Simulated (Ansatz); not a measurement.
Relaxation of Cl₃H₃O₂W (9 atoms, charge 0, multiplicity 1), to a largest force component of 0.02 eV/Å in at most 40 steps.

Theory: RKS B3LYP-D4/def2-SVP (Ansatz 0.2.0).

```xyz
9
Properties=species:S:1:pos:R:3:forces:R:3
W 0.000 0.000 0.000 -0.19 -1.85 -0.02
Cl 0.000 0.000 2.390 -0.04 0.51 -1.05
O 1.940 0.000 0.000 -1.08 -1.54 0.01
H 2.277 -0.952 -0.020 -0.14 1.65 0.04
H 0.000 1.720 0.000 0.09 0.26 -0.07
Cl -2.390 0.000 0.000 1.23 0.26 0.02
Cl 0.000 -2.390 0.000 0.11 -0.10 -0.07
O 0.000 0.000 -1.940 0.77 2.19 1.07
H 0.528 0.792 -2.277 -0.76 -1.38 0.08
```

Problem. Where does it end, and by what steps?

Solution. It converged. After 11 steps the energy has fallen by 0.938 eV; O8 moved furthest, 0.68 Å.

| step | energy less start (eV) | largest force component (eV/Å) | accepted |
| --- | --- | --- | --- |
| 0 | 0.0000 | 2.191 | yes |
| 1 | -0.5065 | 1.647 | yes |
| 2 | -0.6462 | 1.437 | yes |
| 3 | -0.7508 | 1.327 | yes |
| 4 | -0.8496 | 0.746 | yes |
| 5 | -0.9007 | 0.604 | yes |
| 6 | -0.9178 | 0.469 | yes |
| 7 | -0.9276 | 0.259 | yes |
| 8 | -0.9327 | 0.211 | yes |
| 9 | -0.9359 | 0.127 | yes |
| 10 | -0.9373 | 0.054 | yes |
| 11 | -0.9377 | 0.017 | yes |

```xyz
9
Properties=species:S:1:pos:R:3
W -0.067 -0.098 -0.006
Cl -0.374 0.474 2.213
O 1.806 -0.284 -0.375
H 2.197 -1.167 -0.280
H 0.564 1.451 0.198
Cl -2.337 -0.500 -0.243
Cl 0.252 -2.392 0.561
O -0.215 0.612 -1.750
H 0.529 1.075 -2.164
```

Whether the end is a true minimum wasn't checked by a vibrational analysis.

Run time: 82 s on 2 threads of Arm Neoverse V1 (shared host), peak memory 0.35 GiB.
